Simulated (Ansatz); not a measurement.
`O[SiH2][NH][AlH2]` + HBr → `[AlH2][NH][SiH2]Br` + H₂O at 500 K and 1 bar (ligand exchange at the Si–O bond).

Gas-phase electronic energies from Ansatz, PBE0-D4/def2-TZVP geometries. CCSD(T)/CBS adds triple-zeta CCSD(T) − MP2 to the extrapolated MP2 energy (def2 sets, frozen cores). This one scheme is used for every species. For Br outer-core shells are correlated without core-valence functions, which leaves a few kJ/mol of doubt a bond. Scalar relativity is left out up to krypton. Each species was taken in one conformer, which may not be the lowest.

| species | CCSD(T)/CBS energy (Eh) | H − E (kJ/mol) | S (J/(mol·K)) |
| --- | --- | --- | --- |
| `O[SiH2][NH][AlH2]` | -664.68190 | 209.0 | 412.8 |
| HBr | -2573.91920 | 30.5 | 213.7 |
| `[AlH2][NH][SiH2]Br` | -3162.22405 | 173.5 | 422.5 |
| H₂O | -76.37941 | 73.2 | 206.3 |

H − E and S are ideal-gas, rigid-rotor, harmonic terms from PBE0-D4/def2-TZVP, for one conformer and one mirror image of each species. 1 Eh = 2625.50 kJ/mol, R = 8.31446 J/(mol·K).

Question: By hand: ΔE, ΔH, ΔS and ΔG.

Answer: ΔE = (-3162.22405) + (-76.37941) − (-664.68190) − (-2573.91920) = -0.00236 Eh = -6.2 kJ/mol. Δ(H − E) = 173.5 + 73.2 − 209.0 − 30.5 = 7.2, so ΔH = 1.0 kJ/mol. ΔS = 422.5 + 206.3 − 412.8 − 213.7 = 2.3 J/(mol·K). ΔG = 1.0 − 500 × (2.3)/1000 = -0.1 kJ/mol.

Question: By hand: the equilibrium constant, and the temperature at which ΔG would vanish if ΔH and ΔS stayed fixed.

Answer: log₁₀ K = −ΔG/(RT ln 10) = 0.0. ΔG = 0 at ΔH/ΔS = 435 K, though so small a ΔH makes that figure unsure.

TΔS isn't small against ΔH here. The sign of ΔG lies within the doubt. A doubt of 5 kJ/mol in ΔE shifts log₁₀ K by 0.5 here. Other conformers and mirror images would add mixing entropy, several J/(mol·K) or more a flexible species. Modes under 60 cm⁻¹, often nearly free rotors, make the harmonic entropy too high. These are equilibria of isolated gas molecules and say nothing of rates. Largest T1 diagnostic: 0.012 (customary marks: 0.02 for closed shells, 0.045 for open ones).
